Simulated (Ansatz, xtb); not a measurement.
**C7H6OS: which of two isomers lies lower**

Structure a: `O=C[C@@H]1C=C[C@H]1C=C=S`, a singlet. Structure b: `O=C[C@@H]1C=C[C@H]1C#CS`, a singlet. Both are isolated molecules in the gas phase, relaxed with PBE-D3(BJ)/def2-SVP; each stands in its lowest conformer found.

Quicker runs give these differences E(b) − E(a): GFN2-xTB +40.5 kJ/mol; HF/STO-3G +3.4 kJ/mol (at GFN2-xTB geometries); r2SCAN-D4/def2-SVP +78.8 kJ/mol (at GFN2-xTB geometries).

Problem. Estimate E(b) − E(a) at the level CCSD(T)/def2-SVP + ΔMP2/def2-TZVPP.

Solution. Calculated at CCSD(T)/def2-SVP + ΔMP2/def2-TZVPP: E(b) − E(a) = +57.9 kJ/mol, so structure a lies lower.

Level by level:

| level | geometry | E(b) − E(a) (kJ/mol) | departure from the last row (kJ/mol) | job, with rough time for the two |
| --- | --- | --- | --- | --- |
| GFN2-xTB | GFN2-xTB | +40.5 | −17.4 | optimisation, 0.41 s |
| HF/STO-3G | GFN2-xTB | +3.4 | −54.6 | single point, 0.64 s |
| r2SCAN-D4/def2-SVP | GFN2-xTB | +78.8 | +20.9 | single point, 4 s |
| PBE-D3(BJ)/def2-SVP | PBE-D3(BJ)/def2-SVP | +75.0 | +17.0 | optimisation, 61 s |
| HF/def2-SVP | PBE-D3(BJ)/def2-SVP | +44.8 | −13.1 | part of the CCSD(T) run |
| MP2/def2-SVP | PBE-D3(BJ)/def2-SVP | +56.2 | −1.8 | part of the CCSD(T) run |
| CCSD(T)/def2-SVP | PBE-D3(BJ)/def2-SVP | +60.7 | +2.8 | single point |
| CCSD(T)/def2-SVP + ΔMP2/def2-TZVPP | PBE-D3(BJ)/def2-SVP | +57.9 |  | single point, 2.2 min |

As drawn, b has 1 C≡C, 1 C–S, 1 S–H in place of 1 C=C, 1 C=S, 1 C–H.

None of the levels shown reverses the order. The largest departure from CCSD(T)/def2-SVP + ΔMP2/def2-TZVPP is that of HF/STO-3G, 54.6 kJ/mol. The last row adds to CCSD(T) the change of the MP2 difference between the two basis sets, here −2.8 kJ/mol.

With thermal terms from frequencies at re-optimised GFN2-xTB minima (ideal gas, soft modes damped towards free rotors, one conformer each, 298.15 K, 1 atm): the zero-point term adds −9.7 kJ/mol; ΔH is +50.4 and ΔG +45.4 kJ/mol.

The correlated steps freeze 13 core orbitals. Codes used: Ansatz 0.2.0, xtb 6.7.1; the last row on 2 threads of AMD EPYC 9R45 96-Core Processor (Zen 5) on a shared host.
